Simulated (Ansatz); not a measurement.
Ta₂B₂. The state is a singlet with charge 0. Geometry PBE0-D4/def2-TZVP, that of the neutral singlet.

```xyz
4

Ta   -0.4100    1.0844   -0.7807
Ta    0.4988    0.0014    1.3057
B     0.9362   -0.4419   -0.6372
B    -1.0249   -0.6439    0.1122
```

In the def2 sets Ta takes a core potential; there is no spin–orbit coupling. The structure comes from a short search, and lower isomers may exist.

Problem. Estimate the orbital energies around the gap (eV) in Ansatz with PBE-D4/def2-TZVP, r2SCAN-D4/def2-TZVP, PBE0-D4/def2-TZVP.

Solution. 
```
orbital  PBE-D4/def2-TZVP  r2SCAN-D4/def2-TZVP  PBE0-D4/def2-TZVP
 HOMO−5             -6.09                -6.16              -6.83
 HOMO−4             -5.69                -5.78              -6.47
 HOMO−3             -5.52                -5.55              -6.26
 HOMO−2             -4.49                -4.54              -5.32
 HOMO−1             -4.46                -4.51              -5.14
   HOMO             -4.46                -4.47              -5.10
   LUMO             -3.12                -2.98              -2.37
 LUMO+1             -2.96                -2.84              -2.22
 LUMO+2             -2.52                -2.29              -1.80
 LUMO+3             -2.25                -2.08              -1.47
 LUMO+4             -1.79                -1.60              -1.05
 LUMO+5             -1.79                -1.60              -0.98
 β HOMO             -4.46                -4.47              -5.10
 β LUMO             -3.12                -2.98              -2.37
```
